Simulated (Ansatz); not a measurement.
Ansatz (a program for electronic structure) input (CCSD(T)/def2-SVPD):

Ansatz 0.2 input:
```yaml
crystal:
  periodic: [false, false, false]
  atoms:
    - {symbol: Zr, position_ang: [0.00000473, -0.00000536, -0.00000295]}
    - {symbol: C, position_ang: [1.54820032, 0.98894423, -1.26495466]}
    - {symbol: H, position_ang: [1.51124036, 0.62112257, -2.29693353]}
    - {symbol: H, position_ang: [2.55622138, 0.79776623, -0.87892751]}
    - {symbol: H, position_ang: [1.40248975, 2.07505852, -1.29284270]}
    - {symbol: C, position_ang: [0.99395044, -1.10915910, 1.66038364]}
    - {symbol: H, position_ang: [0.67967868, -0.72466028, 2.63764895]}
    - {symbol: H, position_ang: [2.08470955, -1.01755741, 1.60128301]}
    - {symbol: H, position_ang: [0.74688403, -2.17664479, 1.62714289]}
    - {symbol: C, position_ang: [-1.17831071, -1.42613688, -1.24609899]}
    - {symbol: H, position_ang: [-2.24354291, -1.16742831, -1.24415190]}
    - {symbol: H, position_ang: [-1.08379086, -2.45190615, -0.87126223]}
    - {symbol: H, position_ang: [-0.83553984, -1.41890138, -2.28731377]}
    - {symbol: C, position_ang: [-1.36384755, 1.54636025, 0.85067469]}
    - {symbol: H, position_ang: [-1.07578141, 2.55210912, 0.52333182]}
    - {symbol: H, position_ang: [-1.34262520, 1.53379873, 1.94660264]}
    - {symbol: H, position_ang: [-2.40008763, 1.37740655, 0.53551222]}
basis:
  gaussian:
    orbitals: def2-SVPD
magnetization: {spin_polarized: false}
correlation: {method: ccsd_t, electrons: outside_noble_gas}
output: {forces: true}
```

Output:

```
Functional definition: HF
integrals: 1.15 GiB planned
2075 factors; integrals over basis functions are off by at most 1.3e-3 eV
1.07 GiB of device memory are held for the factors and their scratch space
mean field: 1.21 GiB planned
mean field evaluation 1: about -5567.6316 eV, gradient 4.9e1 eV
mean field evaluation 2: about -5567.8636 eV, gradient 4.9e1 eV
mean field evaluation 4: about -5574.1090 eV, gradient 3.8e0 eV
mean field evaluation 8: about -5574.1887 eV, gradient 2.8e-1 eV
mean field evaluation 16: about -5572.5379 eV, gradient 2.3e1 eV
mean field -5574.18937831 eV, -204.8476813318 hartree, gradient 2.3e-6 eV, S^2 0.000000; 0 other end points of the search recorded, 0 dependent functions left out
8 core orbitals not correlated
reference -5574.18937831 eV, -204.8476813318 hartree; 16, 16 occupied and 186, 186 virtual orbitals, 2075 factors
densities: 9.17 GiB planned
second order -19.96965151 eV of doubles, -0.00000000 eV of singles
coupled cluster: 6.89 GiB planned
cycle   1  -21.21905839 eV  change    -1.2e0 eV  update   1.1e-1
cycle   2  -21.76599924 eV  change   -5.5e-1 eV  update   3.3e-2
cycle   3  -21.89772822 eV  change   -1.3e-1 eV  update   1.8e-2
cycle   4  -21.89675204 eV  change    9.8e-4 eV  update   4.8e-3
cycle   5  -21.89420278 eV  change    2.5e-3 eV  update   1.9e-3
cycle   6  -21.89399139 eV  change    2.1e-4 eV  update   5.8e-4
cycle   7  -21.89395841 eV  change    3.3e-5 eV  update   2.1e-4
cycle   8  -21.89403356 eV  change   -7.5e-5 eV  update   6.5e-5
cycle   9  -21.89404124 eV  change   -7.7e-6 eV  update   2.1e-5
cycle  10  -21.89402875 eV  change    1.2e-5 eV  update   6.9e-6
cycle  11  -21.89403102 eV  change   -2.3e-6 eV  update   2.6e-6
perturbative correction -0.78673713 eV, -0.0289120561 hartree
the calculation of the forces begins
1.07 GiB of device memory are held for the factors and their scratch space
Total energy: -5596.87014646 eV, -205.6811841874 hartree
Atom 0 at     0.000005    -0.000005    -0.000003 Å, force     0.000001    -0.000000    -0.000000 eV/Å
Atom 1 at     1.548200     0.988944    -1.264955 Å, force    -0.172093    -0.110001     0.140605 eV/Å
Atom 2 at     1.511240     0.621123    -2.296934 Å, force     0.009989    -0.123382    -0.407918 eV/Å
Atom 3 at     2.556221     0.797766    -0.878928 Å, force     0.403207    -0.056562     0.125839 eV/Å
Atom 4 at     1.402490     2.075059    -1.292843 Å, force    -0.031084     0.424057    -0.030102 eV/Å
Atom 5 at     0.993950    -1.109159     1.660384 Å, force    -0.110459     0.123275    -0.184630 eV/Å
Atom 6 at     0.679679    -0.724660     2.637649 Å, force    -0.102876     0.127742     0.393440 eV/Å
Atom 7 at     2.084710    -1.017557     1.601283 Å, force     0.425923     0.017305     0.003188 eV/Å
Atom 8 at     0.746884    -2.176645     1.627143 Å, force    -0.077761    -0.418795     0.013195 eV/Å
Atom 9 at    -1.178311    -1.426137    -1.246099 Å, force     0.131047     0.158505     0.138524 eV/Å
Atom 10 at    -2.243543    -1.167428    -1.244152 Å, force    -0.419149     0.075328    -0.018347 eV/Å
Atom 11 at    -1.083791    -2.451906    -0.871262 Å, force     0.017593    -0.408117     0.121865 eV/Å
Atom 12 at    -0.835540    -1.418901    -2.287314 Å, force     0.110712    -0.019168    -0.411079 eV/Å
Atom 13 at    -1.363848     1.546360     0.850675 Å, force     0.151230    -0.171468    -0.094327 eV/Å
Atom 14 at    -1.075781     2.552109     0.523332 Å, force     0.087657     0.402228    -0.109974 eV/Å
Atom 15 at    -1.342625     1.533799     1.946603 Å, force    -0.013086     0.018810     0.425488 eV/Å
Atom 16 at    -2.400088     1.377407     0.535512 Å, force    -0.410851    -0.039757    -0.105766 eV/Å
Dipole moment:    -0.000002     0.000002     0.000001 e Å
```
